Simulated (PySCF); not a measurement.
**LaF: from constants to spectrum**

RHF-CCSD(T) constants of LaF, singlet, about 0.1 electrons in the 4f shell (Mulliken) (basis La x2c-TZVPPall, F x2c-TZVPPall; spin-free X2C with a Gaussian nucleus; PySCF 2.14; masses 138.9063 and 18.9984 u):

* ωe: 574.4 cm⁻¹
* ωexe: 1.98 cm⁻¹
* Be: 0.23962 cm⁻¹
* αe: 0.00113 cm⁻¹
* D (centrifugal): 1.67e-07 cm⁻¹

(1) Give the vibrational terms G(v) and spacings up to v = 6.

Correlated steps freeze 19 core orbitals. Spin–orbit coupling is left out, which matters for elements this heavy, above all for dissociation energies.

Answers

(1) G(v) = ωe(v+½) − ωexe(v+½)².

| v | G(v) (cm⁻¹) | G(v) − G(v−1) | Bv (cm⁻¹) |
| --- | --- | --- | --- |
| 0 | 287 |  | 0.2391 |
| 1 | 857 | 570 | 0.2379 |
| 2 | 1424 | 566 | 0.2368 |
| 3 | 1986 | 563 | 0.2357 |
| 4 | 2545 | 559 | 0.2345 |
| 5 | 3099 | 555 | 0.2334 |
| 6 | 3650 | 551 | 0.2323 |
